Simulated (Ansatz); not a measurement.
CH2BFN2, SMILES `FB1N=CN1` at its PBE0-D4/def2-TZVP geometry, where that method's forces vanish. Charge 0, multiplicity 1.

```xyz
7

F    -0.1561    0.6124    2.1202
B    -0.3167    0.2599    0.8747
N    -1.0090    0.8754   -0.2762
C    -0.2045    0.0779   -0.8956
N     0.3313   -0.8025    0.0732
H     0.0509    0.0552   -1.9573
H     1.3041   -1.0784    0.0610
```

Question: What forces (eV/Å) does r2SCAN-D4/def2-TZVPP give on these atoms in the Gaussian-basis code of Ansatz? (Best estimate.)

Answer: Ansatz gave: 
```
F1   0.034  0.045  0.140
B2  -0.041  0.014 -0.063
N3  -0.348  0.316  0.067
C4   0.133 -0.057 -0.189
N5   0.133 -0.273  0.071
H6   0.027 -0.010 -0.012
H7   0.062 -0.036 -0.013
```
